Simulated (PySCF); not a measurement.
Compound: [MnO4]- (charge -1 and singlet state).
Geometry (PBE0-D3(BJ)/def2-SVP, Å), atoms numbered from 1 in this order:
```
atom  x, y, z in Å
Mn1   -0.001    0.000    0.000
O2     0.017   -0.024    1.575
O3     1.478    0.007   -0.538
O4    -0.747    1.295   -0.499
O5    -0.747   -1.278   -0.539
```

Level of theory: TDDFT wB97X-D/def2-SVPD, vertical, gas phase, core orbitals frozen in the response in PySCF. The geometry's basis has no diffuse functions, a weakness for an anion.

Ground-to-excited transition dipoles (e·a0, same axes as the geometry; the sign carries no meaning), for the states with f of 0.002 or more among the lowest 12:

```json
{"state": "S4", "E (eV)": "3.094", "μx": "0.330", "μy": "0.069", "μz": "-0.137"}
{"state": "S5", "E (eV)": "3.095", "μx": "0.110", "μy": "-0.334", "μz": "0.096"}
{"state": "S6", "E (eV)": "3.095", "μx": "-0.107", "μy": "-0.129", "μz": "-0.323"}
{"state": "S10", "E (eV)": "4.363", "μx": "0.088", "μy": "0.106", "μz": "-0.088"}
{"state": "S11", "E (eV)": "4.364", "μx": "0.080", "μy": "-0.125", "μz": "-0.069"}
{"state": "S12", "E (eV)": "4.365", "μx": "-0.112", "μy": "-0.005", "μz": "-0.121"}
```

**Question.** Work out the oscillator strengths.

**Answer.** f = (2/3) ΔE |μ|² with ΔE in hartree (27.2114 eV).

| state | \|μ\|² (au) | \|μ\| (D) | f |
| --- | --- | --- | --- |
| S4 | 0.132 | 0.93 | 0.010 |
| S5 | 0.133 | 0.93 | 0.010 |
| S6 | 0.133 | 0.93 | 0.010 |
| S10 | 0.027 | 0.42 | 0.003 |
| S11 | 0.027 | 0.42 | 0.003 |
| S12 | 0.027 | 0.42 | 0.003 |

**Question.** Label these states by symmetry in Td.

**Answer.** From a totally symmetric ground state, an allowed state transforms like the component of the dipole operator along its μ. Every allowed level is T2, three states with equal energy: S4/S5/S6, S10/S11/S12.

**Question.** How is the summed strength of these states shared among x, y and z?

**Answer.** (2/3) Σ ΔE μα² gives 0.013 for x, 0.013 for y and 0.013 for z, 0.039 in all.

**Question.** What peak molar absorption coefficient would the strongest computed level give as a lone Gaussian band 0.4 eV wide at half height?

**Answer.** ε(max) = 2.175×10⁸ f / FWHM, with the width in cm⁻¹. S4/S5/S6 (f summed): 2.175×10⁸ × 0.0302 / 3226 ≈ 2000 L mol⁻¹ cm⁻¹.

S4/S5/S6 and S10/S11/S12 coincide within about 0.01 eV; within a degenerate level the directions of the single components are arbitrary.

No detachment energy is given for this anion; states above it aren't bound, and a finite basis only mimics them.

Hardware: one thread of an Arm Neoverse V1, shared host. Cost: 18 s of wall time.
